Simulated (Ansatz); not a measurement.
# Energy profile

The step: SnCl₂ + HCl → SnCl₂ + HCl; bonds formed: Sn1–Cl4, Cl2–H3; bonds broken: Sn1–Cl2, H3–Cl4 (atoms numbered as in the saddle structure below).

Sn1  (0.405, 1.300, 0.266)
Cl2  (1.157, -0.810, -1.120)
H3  (-0.392, -0.703, -0.988)
Cl4  (-1.722, -0.034, -0.532)
Cl5  (0.551, 0.247, 2.373)
(Å)

Electronic energies by CCSD(T) at an estimated basis limit (MP2 extrapolated from triple and quadruple zeta, plus CCSD(T) − MP2 in triple zeta), on PBE0-D4/def2-TZVP structures; SnHCl$_{3}$, closed shell; no counterpoise correction. Computed with Ansatz 0.2.0 (basis: def2-TZVPP and def2-QZVPP); correlated methods freeze the cores. Filled d shells of the heavier atoms are correlated. Core potentials replace the inner electrons of the atoms past krypton. The def2 sets are not built for correlating such inner shells, so the correlated values are less sure here. Extrapolation: Hartree–Fock as exp(−7.88 √X), correlation as X^−2.97.

(1) Give the profile in kJ/mol, counted from the separated reactants. (To be estimated.)

No T1 diagnostic of these runs exceeds 0.014.

## Answers

(1) By the calculation:
```json
{"point": "separated: SnCl$_{2}$ (linked as [Cl][Sn][Cl]; Sn1, Cl2, Cl5; singlet) + HCl (H3, Cl4; singlet)", "kJ/mol": "0.0"}
{"point": "start structure", "kJ/mol": "-27.8"}
{"point": "saddle", "kJ/mol": "-4.8"}
{"point": "end structure", "kJ/mol": "-27.8"}
{"point": "separated: SnCl$_{2}$ (linked as [Cl][Sn][Cl]; Sn1, Cl4, Cl5; singlet) + HCl (Cl2, H3; singlet)", "kJ/mol": "0.0"}
```

For scale, one of the runs: CCSD(T)/def2-TZVPP, 190 basis functions, launched by `ansatz run in.yaml --threads 4 --pin off --events-out ev --progress --plain --max-ram 9574MiB`. Time: 72 s of wall clock on 4 CPU threads of an Arm Neoverse V1; the host was shared. Peak host memory: 2.1 GiB.
